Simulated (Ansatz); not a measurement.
Ansatz (a first-principles code) input (PBE0/def2-SVP):

Ansatz 0.2 input:
```yaml
crystal:
  periodic: [false, false, false]
  atoms:
    - {symbol: Cu, position_ang: [-0.00000000, -0.00000000, -0.83767777]}
    - {symbol: Cl, position_ang: [0.00000000, 0.00000000, 1.42897973]}
basis:
  gaussian:
    orbitals: def2-SVP
hamiltonian:
  xc: {name: PBE0}
total_charge: -1
magnetization: {spin_polarized: true, initial_magnetization: 1}
```

Output:

```
Functional definition: PBE0
integrals: 0.01 GiB planned
508 factors; integrals over basis functions are off by at most 9.5e-4 eV
mean field: 0.21 GiB planned
mean field evaluation 1: about -57132.4833 eV, gradient 6.2e1 eV
mean field evaluation 2: about -57114.8833 eV, gradient 8.8e1 eV
mean field evaluation 4: about -57143.4487 eV, gradient 3.5e0 eV
mean field evaluation 8: about -57143.5385 eV, gradient 1.4e-1 eV
mean field evaluation 16: about -57143.5922 eV, gradient 5.9e-4 eV
mean field -57143.59221114 eV, -2099.9882804416 hartree, gradient 2.7e-5 eV, S^2 0.753363; 1 other end points of the search recorded, 0 dependent functions left out
reference -57143.59224231 eV, -2099.9882815871 hartree; 24, 23 occupied and 25, 26 virtual orbitals, 508 factors
Total energy: -57143.59224231 eV, -2099.9882815871 hartree
```

The spin state was set by rule; other spins were not relaxed.
